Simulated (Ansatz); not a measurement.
Reaction (formal exchange of groups at the Si–O bond): `O[SiH2][O][ZnH]` + CH₄ → `C[SiH2][O][ZnH]` + H₂O

Isolated molecules relaxed with PBE0-D4/def2-TZVP in Ansatz; ΔE leaves out vibrations. CBS: MP2 limit from def2 TZ/QZ plus the TZ coupled-cluster correction, frozen cores. This one scheme is used for every species. DFT in def2-TZVPP. HSE06 is defined as in plane-wave codes. For Zn outer-core shells are correlated without core-valence functions, which leaves a few kJ/mol of doubt a bond. Scalar relativity is left out up to krypton. One conformer a species, not always the lowest.

`O[SiH2][O][ZnH]`:

```xyz
8

O    -1.021    0.876    0.229
Si    0.162    0.460   -0.857
O     0.927   -0.797   -0.205
Zn    0.566   -1.572    1.362
H    -1.598    1.613    0.027
H     1.083    1.613   -1.061
H    -0.459    0.103   -2.163
H     0.340   -2.296    2.669
```

CH₄:

```xyz
5

C     0.000    0.000    0.000
H    -0.162   -0.663   -0.849
H    -0.062   -0.573    0.925
H    -0.762    0.779    0.003
H     0.986    0.457   -0.079
```

`C[SiH2][O][ZnH]`:

```xyz
10

C     1.729   -0.126   -0.395
Si    0.130   -0.325    0.539
O    -1.097    0.342   -0.289
Zn   -2.815    0.737   -0.330
H     2.556   -0.576    0.163
H     1.674   -0.613   -1.372
H     1.960    0.930   -0.552
H     0.264    0.312    1.885
H    -0.124   -1.780    0.771
H    -4.278    1.101   -0.421
```

H₂O:

```xyz
3

O    -0.063   -0.060    0.379
H     0.758    0.205   -0.041
H    -0.694   -0.145   -0.338
```

```
             level  ΔE (kJ/mol)  difference from CCSD(T)/CBS
         r2SCAN-D4        118.1                          4.4
            B97M-V        120.2                          6.5
        r2SCAN0-D4        117.9                          4.2
          HSE06-D4        108.9                         -4.8
           ωB97X-V        115.9                          2.2
            B2PLYP        119.8                          6.1
           r2SCANh        118.5                          4.8
         CAM-B3LYP        121.3                          7.6
SCS-MP2/def2-QZVPP        118.3                          4.6
    CCSD/CBS(def2)        114.9                          1.2
       CCSD(T)/CBS        113.7                            0
```

Largest T1 diagnostic among the species: 0.015.

From BLYP to BHLYP (50 % exact exchange), in def2-TZVPP and without D4, ΔE moves by +6.8 kJ/mol. Leaving LDA and LC-ωPBE aside and taking each functional with its dispersion term where it has one, the values, not all of them listed here, spread over 17.5 kJ/mol, from revPBE-D4 to BHLYP-D4.

CCSD(T)/CBS has its own doubt, a few kJ/mol and more with outer-core shells, so smaller differences from it don't rank the levels.
